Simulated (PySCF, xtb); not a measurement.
Ge(F)(Cl)2(NH2) (Cl2FGeH2N), SMILES [NH2][Ge]([F])([Cl])[Cl].

GFN2-xTB in xtb at its own geometry gives an orbital gap of 5.37 eV and a dipole moment of 3.17 D.

Geometry optimised at B3LYP-D3(BJ)/def2-SVP. The structure was generated by enumeration, and PubChem lists no compound with its InChIKey, so it may never have been made. Other conformers were not sampled.

Question: What does B3LYP/def2-TZVP run with PySCF give? (An estimate is asked for; the answer gives what the named calculation found.)

Answer: gap 6.74 eV (levels -8.42 and -1.67 eV), dipole 2.96 D.
